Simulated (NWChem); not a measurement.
System meant: SiH cation, singlet

NWChem input:

```
start job
memory heap 200 mb stack 900 mb global 1100 mb
charge 1
geometry units angstroms noautoz
  Si     0.000000     0.000000    -0.108545
  H      0.000000     0.000000     1.409912
end
basis spherical
  * library def2-svp
end
dft
  xc pbe0
  iterations 4
  mulliken
end
task dft energy
```

End of the output:

```
    Atom       Charge   Shell Charges
 -----------   ------   -------------------------------------------------------
    1 Si  14    12.96   2.00  1.98  1.20  0.62  5.78  0.76  0.55  0.06
    2 H    1     1.04   0.63  0.38  0.03

 center of mass
 --------------
 x =   0.00000000 y =   0.00000000 z =  -0.09152397

 moments of inertia (a.u.)
 ------------------
           8.009736279749           0.000000000000           0.000000000000
           0.000000000000           8.009736279749           0.000000000000
           0.000000000000           0.000000000000           0.000000000000

     Multipole analysis of the density
     ---------------------------------

     L   x y z        total         alpha         beta         nuclear
     -   - - -        -----         -----         ----         -------
     0   0 0 0      1.000000     -7.000000     -7.000000     15.000000

     1   1 0 0     -0.000000     -0.000000     -0.000000      0.000000
     1   0 1 0     -0.000000     -0.000000     -0.000000      0.000000
     1   0 0 1      0.131353      0.065676      0.065676      0.000000

     2   2 0 0     -6.300448     -3.150224     -3.150224      0.000000
     2   1 1 0     -0.000000     -0.000000     -0.000000      0.000000
     2   1 0 1      0.000000      0.000000      0.000000      0.000000
     2   0 2 0     -6.300448     -3.150224     -3.150224      0.000000
     2   0 1 1      0.000000      0.000000      0.000000      0.000000
     2   0 0 2     -8.860806     -8.272864     -8.272864      7.684922

 ------------------------------------------------------------------------
 dft energy failed                                                                                  0
 ------------------------------------------------------------------------
 ------------------------------------------------------------------------
  current input line :
    16: task dft energy
 ------------------------------------------------------------------------
 ------------------------------------------------------------------------
 This type of error is most commonly associated with calculations not reaching convergence criteria
 ------------------------------------------------------------------------
 For more information see the NWChem manual at https://nwchemgit.github.io

0:dft energy failed:Received an Error in Communication
```

**Question.** What is wrong, and how is it mended?

**Answer.** The run did not converge; its last values are not results. Cause: the SCF was allowed too few iterations. This input runs:
```
start job
memory heap 200 mb stack 900 mb global 1100 mb
charge 1
geometry units angstroms noautoz
  Si     0.000000     0.000000    -0.108545
  H      0.000000     0.000000     1.409912
end
basis spherical
  Si library def2-svp
  H library def2-svp
end
dft
  xc pbe0
  iterations 150
  mulliken
end
task dft energy
```
It converges to -289.46770 Ha (PBE0/def2-SVP).
